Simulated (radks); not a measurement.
Ionisation of the zirconium ion Zr+, [Kr] 4d2 5s1, to [Kr] 4d2 as the strength of local exchange is varied. Method: Dirac Kohn-Sham, Slater X-alpha exchange (alpha = 2/3 is LDA exchange), no correlation, spin-unpolarised, spherical densities, finite nucleus; open shells fill j = l - 1/2 first; Fermi nuclear charge, rms radius 4.2694 fm; computed with a radial shooting solver on a logarithmic mesh with Libxc functionals.

\begin{tabular}{lrrrrr}
alpha & E(Zr+) (hartree) & exchange (hartree) & IE (eV) & -e of the level emptied (eV) & <r> of it (bohr) \\ \hline
0.561 & -3574.29206 & -89.00687 & 11.682 & 8.680 (5s1/2) & 3.537 \\
0.667 & -3591.14752 & -106.29963 & 12.284 & 9.265 (5s1/2) & 3.456 \\
0.675 & -3592.42269 & -107.61085 & 12.330 & 9.310 (5s1/2) & 3.450 \\
0.745 & -3603.59878 & -119.12047 & 12.736 & 9.710 (5s1/2) & 3.398 \\
0.768 & -3607.27810 & -122.91649 & 12.871 & 9.844 (5s1/2) & 3.381 \\
0.793 & -3611.28138 & -127.05060 & 13.018 & 9.990 (5s1/2) & 3.363 \\
0.899 & -3628.30183 & -144.67179 & 13.653 & 10.623 (5s1/2) & 3.287 \\
0.976 & -3640.71291 & -157.56588 & 14.123 & 11.096 (5s1/2) & 3.234 \\
\end{tabular}

NIST Atomic Spectra Database: 13.130 eV (measured). The Delta-SCF value meets it near alpha = 0.81. Spin polarisation and multiplet splitting are left out, so open shells lie too high by an amount that depends on their filling.

Beside tabulated values, note that spin-unpolarised runs miss the spin-polarisation part of the exchange energy of open shells.
